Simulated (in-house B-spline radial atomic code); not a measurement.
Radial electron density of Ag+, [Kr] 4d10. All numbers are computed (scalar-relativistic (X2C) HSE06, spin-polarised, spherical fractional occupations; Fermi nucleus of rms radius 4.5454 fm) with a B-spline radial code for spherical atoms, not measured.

One-electron X2C: radii and densities carry no picture-change correction, so inner-shell <1/r> comes out high (for 1s by about 2 % at Z = 33, 5 % at 54, 10 % at 75, 30 % at 118) and <r> low.

Columns: r (bohr), 4πr²n(r) (electrons per bohr), bar.

```
0.000942     1.61 #
 0.00115    2.228 #
  0.0014    3.058 ##
 0.00171      4.2 ##
 0.00209    5.742 ###
 0.00254    7.728 ####
  0.0031    10.38 ######
 0.00378    13.78 ########
 0.00462    18.11 ###########
 0.00563    23.34 ##############
 0.00687    29.54 #################
 0.00838    36.51 #####################
  0.0102    43.75 #########################
  0.0125    50.91 ##############################
  0.0152    56.53 #################################
  0.0185    59.95 ###################################
  0.0226    60.41 ###################################
  0.0276    57.95 ##################################
  0.0337    54.02 ###############################
   0.041    51.38 ##############################
  0.0501    52.86 ###############################
  0.0611    59.66 ###################################
  0.0745    69.22 ########################################
  0.0909     75.7 ############################################
   0.111    73.56 ###########################################
   0.135     63.5 #####################################
   0.165    53.01 ###############################
   0.201    51.26 ##############################
   0.245    57.57 #################################
   0.299    60.93 ###################################
   0.365    51.68 ##############################
   0.445    33.86 ####################
   0.543    19.98 ############
   0.663     16.6 ##########
   0.808    18.56 ###########
   0.986     18.2 ###########
     1.2    13.96 ########
    1.47     8.52 #####
    1.79    4.516 ###
    2.18    2.115 #
    2.66   0.8529 
    3.25    0.284 
    3.96  0.07466 
    4.83  0.01383
```

On this grid the curve has 4 maxima, near 0.0226, 0.0909, 0.299, 0.808 bohr.

The 4p up radial function P(r) = rR(r), positive near the nucleus:

```csv
r (bohr),P
0.00115,0.001142
0.00171,0.002225
0.00254,0.004378
0.00378,0.00869
0.00563,0.01724
0.00838,0.03379
0.0125,0.0649
0.0185,0.1182
0.0276,0.2036
0.041,0.3124
0.0611,0.3976
0.0909,0.3448
0.135,0.0366
0.201,-0.4362
0.299,-0.5888
0.445,0.007317
0.663,0.8972
0.986,1.104
1.47,0.6097
2.18,0.1697
3.25,0.02014
```
